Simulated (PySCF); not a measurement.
trichloro(fluoro)methane (CCl3F), SMILES FC(Cl)(Cl)Cl. Atoms are numbered in the order given.

```xyz
5

F      0.0000     0.0000     1.5902
C      0.0000     0.0000     0.2571
Cl     1.4634     0.8449    -0.3109
Cl     0.0000    -1.6898    -0.3109
Cl    -1.4634     0.8449    -0.3109
```
Charge 0, spin multiplicity 1.

The structure is a stationary point at B3LYP-D3(BJ)/def2-SVP.

Two levels are set side by side: PBE/pcSseg-1 (PySCF) and B3LYP/pcSseg-1 (PySCF). GIAO shifts against CFCl3 (¹⁹F), HCl (³⁵Cl), TMS (¹³C) at the same level; non-relativistic, no solvent, atoms listed together averaged. Without spin–orbit terms, shifts of atoms bonded to Cl or Br come out too high at both levels. Differences are taken from unrounded values.

| quantity | PBE |
|---|---|
| δ(¹⁹F) of F1 (ppm) | -1.8 |
| δ(¹³C) of C2 (ppm) | 156.7 |
| δ(³⁵Cl) of Cl3, Cl4, Cl5 (ppm) | 618.6 |

Question: These are the PBE values. What does B3LYP give? (An estimate is asked for; the answer gives what the named calculation found.)

Answer: 
```
quantity                        B3LYP  PBE minus B3LYP
------------------------------  -----  ---------------
δ(¹⁹F) of F1 (ppm)               -1.8             -0.1
δ(¹³C) of C2 (ppm)              155.5              1.3
δ(³⁵Cl) of Cl3, Cl4, Cl5 (ppm)  596.6             22.0
```

Rough cost on one machine, each run with all the roots and properties that it gave: B3LYP against PBE within a factor of 2.
